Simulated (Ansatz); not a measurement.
Stepwise reaction of `[Cl][Ga]([Cl])[Br]` with water, as a gas-phase model of exchange steps in deposition or etching. ΔE in kJ/mol; ΔG adds harmonic PBE0-D4 terms to CCSD(T)/CBS, at 1 bar.

Gas-phase electronic energies from Ansatz, PBE0-D4/def2-TZVP geometries. CCSD(T)/CBS is the MP2 limit (def2-TZVPP, def2-QZVPP) plus CCSD(T) − MP2 in def2-TZVPP, frozen cores. This one scheme is used for every species. Functionals use def2-TZVPP. B3LYP here is the variant with VWN-RPA as its local correlation; programs differ in this. For Br, Ga outer-core shells are correlated without core-valence functions, which leaves a few kJ/mol of doubt a bond. Scalar relativity is left out up to krypton. One conformer a species, not always the lowest.

```
step                                                 reaction  PBE-D4  B3LYP-D4  ωB97M-V  CCSD(T)/CBS  ΔG(400 K)
   1  `[Cl][Ga]([Cl])[Br]` + H₂O → `[OH][Ga]([Cl])[Br]` + HCl    53.3      54.5     54.9         54.6       48.5
   2  `[OH][Ga]([Cl])[Br]` + H₂O → `[OH][Ga]([OH])[Br]` + HCl    57.0      57.1     57.7         57.1       52.9
```

(1) By hand: ΔE of the 2 steps together at CCSD(T)/CBS.

## Answers

(1) (54.6) + (57.1) = 111.7 kJ/mol, or 55.9 kJ/mol a step.

In ΔE the steps differ by no more than 2.5 kJ/mol. All are uphill at CCSD(T)/CBS. ΔG lies between 48.5 and 52.9 kJ/mol a step. PBE-D4 differs from CCSD(T)/CBS by -1.3 to -0.1 kJ/mol a step. Isolated molecules leave out the surface, adducts and barriers. Largest T1 diagnostic: 0.012.
